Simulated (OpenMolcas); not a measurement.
5d² along the 70-electron sequence

```json
{"Program": "OpenMolcas", "Method": "XMS-CASPT2, IPEA 0.25 Eh, imaginary shift 0.1 Eh", "Basis": "ANO-RCC-VTZP", "Scalar Hamiltonian": "DKH2, point nucleus", "Spin-orbit coupling": "RASSI with atomic mean-field integrals over the reference wave functions, term energies averaged over their components"}
```

Active space for each ion: 2 electrons in 10 orbitals (5d 6d); closed shells correlated by CASPT2: 5s 5p.

Computed levels in cm-1 above ³F₂:

| Level | Hf2+ | Ta3+ | W4+ | Re5+ | Os6+ | Ir7+ |
| --- | --- | --- | --- | --- | --- | --- |
| ³F₃ | 3100 | 4840 | 6480 | 8310 | 10620 | 13080 |
| ³F₄ | 6130 | 9040 | 11910 | 14960 | 18560 | 22340 |
| ³P₀ | 9710 | 11970 | 13570 | 15130 | 16570 | 18080 |
| ³P₁ | 11240 | 14490 | 17130 | 19910 | 22990 | 26240 |
| ³P₂ | 14780 | 18650 | 23410 | 28400 | 34020 | 40090 |
| ¹G₄ | 15120 | 19500 | 23360 | 27480 | 32140 | 37500 |
| ¹S₀ | 30700 | 36860 | 44870 | 52040 | 59050 | 66890 |
| weight of ³F in the lowest level (%) | 95 | 89 | 89 | 88 | 87 | 86 |

Mixed levels, with the weight of the term that names them: Hf2+ ³P₂ (59 %), W4+ ³P₂ (67 %), Re5+ ³P₂ (62 %), Os6+ ³P₂ (59 %), Ir7+ ³P₂ (56 %).

Measured, with the error of the calculation in %. Measured levels: W4+ from the list in J. Phys. B 45, 065001 (2012); Os6+, Ir7+ from van het Hof, Joshi, Wyart and Sugar, J. Res. Natl. Inst. Stand. Technol. 100, 687 (1995).

| Level | W4+ | Os6+ | Ir7+ |
| --- | --- | --- | --- |
| ³F₃ |  | 10308 (+3.0) | 12672 (+3.3) |
| ³F₄ | 11519 (+3.4) |  | 21615 (+3.4) |
| ³P₀ | 12839 (+5.7) | 15837 (+4.6) | 17254 (+4.8) |
| ³P₁ | 16331 (+4.9) | 22098 (+4.0) | 25221 (+4.1) |
| ³P₂ | 22615 (+3.5) | 33127 (+2.7) | 38878 (+3.1) |
| ¹G₄ | 22346 (+4.5) | 31274 (+2.8) | 36253 (+3.4) |
| ¹S₀ | 43110 (+4.1) | 57710 (+2.3) | 65022 (+2.9) |

The fine-structure level ³F₄ changes by a factor of 3.64 from Hf2+ to Ir7+. Its fourth root runs 8.85, 9.75, 10.45, 11.06, 11.67, 12.23, with steps per unit of Z of 0.90, 0.70, 0.61, 0.61, 0.55; equal steps would mean a (Z - σ)^4 law with constant σ.

³P₀ changes by a factor of 1.86 over the same range, with steps per unit of Z of +2260, +1600, +1560, +1440, +1510 cm-1.

CASPT2 breaks the degeneracy within a term, and the mean is taken; among the terms shown or strongly mixed into the levels shown the widest spread is 560 cm-1 (5d² ³F, Re5+). Active for correlation alone: 6d; no level in the range computed is led by a configuration that fills it, so any true level of that kind is missing. Computed and measured levels are paired by configuration, term and J; levels that our copy of the source lacks, or whose pairing is in doubt (as where it misses far off the trend of its configuration), stay unpaired and out of the deviations. Levels of configurations outside the active space are missing.
